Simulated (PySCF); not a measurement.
**Correlation energy of B⁻ (boron, charge -1)**

[He] 2s2 2p2, high-spin 3P determinant. Computed with PySCF 2.14 in dyall-acv3z (15s9p4d2f, 76 functions), with scalar relativity by spin-free X2C-1e. Frozen: 1s2; 4 electrons correlated; the 18 highest virtual orbitals of each spin left out.

MP2 pair energies summed by pair of shells (mhartree):

```csv
pair,energy,share (%)
2s-2p,-36.98,57.1
2s-2s,-20.25,31.3
2p-2p,-7.57,11.7
```

Total MP2 correlation energy: -64.79 mhartree.

Same-spin part -14.05 and opposite-spin part -50.74 mhartree; SCS-MP2 scales them by 1/3 and 6/5 to -65.58 mhartree.
